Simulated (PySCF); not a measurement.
# Predicted spectroscopic data

[PySCF: PBE0-D3(BJ)/def2-SVP geometry; J: B3LYP/pcJ-1 (spin–dipole term left out of most H,H and C,H couplings); NMR shieldings at PBE0/pcSseg-1/GIAO; in vacuum; relativity neglected; single conformer; rapidly exchanging positions averaged]

δ = σ(ref) − σ, references computed at the same level: $^{1}$H (31.27 ppm), $^{13}$C (184.41 ppm) against TMS. Multiplet labels drop J under 1 Hz and among equivalent protons, and merge close values. Unscaled 3J(H,H) run several per cent high. Where no couplings were computed, multiplicities follow the n + 1 count of equivalent neighbours, and m marks all less simple cases (inequivalent or close neighbours, rings, F or P nearby). Acid and N–H amide carbonyl carbons lie up to 10 ppm further downfield in solution (hydrogen bonding). Shifts are as computed. Against solution values, carbons near 30 ppm lie about +2 ppm off and those near 130 ppm about +5 ppm. Of 1211 compounds with measured shifts, 218 miss one by over three times the rms of a fit or turn the order of signals round; such compounds aren't used in these exercises. OH and NH positions are gas-phase values without hydrogen bonding to other molecules.

**1.** `O=C(O)C1C=C1`, C$_{4}$H$_{4}$O$_{2}$. $^{1}$H NMR (600 MHz, computed): δ 6.89 (d, J = 1.9 Hz, 2H), 5.71 (br s, 1H), 2.26 (t, J = 1.9 Hz, 1H). $^{13}$C{$^{1}$H} NMR (computed): δ 179.9, 111.6, 17.3.

**2.** SMILES C(#CC)[C@@H]1CC12C=CC=C2, C$_{10}$H$_{10}$. $^{1}$H NMR (600 MHz, computed): δ 6.62 (m, 1H), 6.60 (m, 1H), 6.57 (m, 1H), 6.08 (d, 1H), 2.30 (m, 1H), 1.86 (s, 3H), 1.70 (m, 1H), 1.64 (m, 1H). $^{13}$C{$^{1}$H} NMR (computed): δ 146.7 (CH), 145.9 (CH), 138.1 (CH), 138.1 (CH), 85.6 (C), 80.8 (C), 46.5 (C), 23.5 (CH2), 18.0 (CH), 4.8 (CH3).
